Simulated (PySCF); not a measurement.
C₇H₇IrO₄, SMILES CC1=CC(C)=[O]->[Ir](<-[C-]#[O+])(<-[C-]#[O+])[O]1, multiplicity 1.

Geometry: PBE0-D3(BJ)/def2-SVP. The multiplicity is an assumed one; other spin states were not compared. The isomer is the one that the SMILES or the coordinates give; other isomers of the formula were not compared. The def2 effective core potentials stand for the cores of Ir; spin–orbit coupling is left out. The values are those of a single conformer.

These are TDA-ωB97X/def2-SVP (PySCF 2.14.0) values and carry that method's errors.

Vertical excitations. Isolated molecule, no solvent. State labels are in the subgroup Cs.

```tsv
state	symmetry	energy (eV)	λ (nm)	f	main pairs
S1	A'	4.20	295	0.069	HOMO−1→LUMO+1 94 %
S2	A"	4.47	277	0.009	HOMO−1→LUMO+2 85 %
S3	A"	4.92	252	0.000	HOMO−1→LUMO 92 %
S4	A"	4.92	252	0.010	HOMO−2→LUMO+1 54 %, HOMO→LUMO 38 %
S5	A'	5.14	241	0.079	HOMO−1→LUMO+3 41 %, HOMO→LUMO+1 37 %, HOMO−3→LUMO+1 14 %
S6	A"	5.14	241	0.000	HOMO→LUMO+2 57 %, HOMO−3→LUMO+2 34 %
T1	A"	3.41	364	0	HOMO→LUMO 85 %, HOMO−3→LUMO 13 %
T2	A'	3.69	336	0	HOMO−1→LUMO+1 97 %
```
Triplets are in the Tamm–Dancoff approximation.
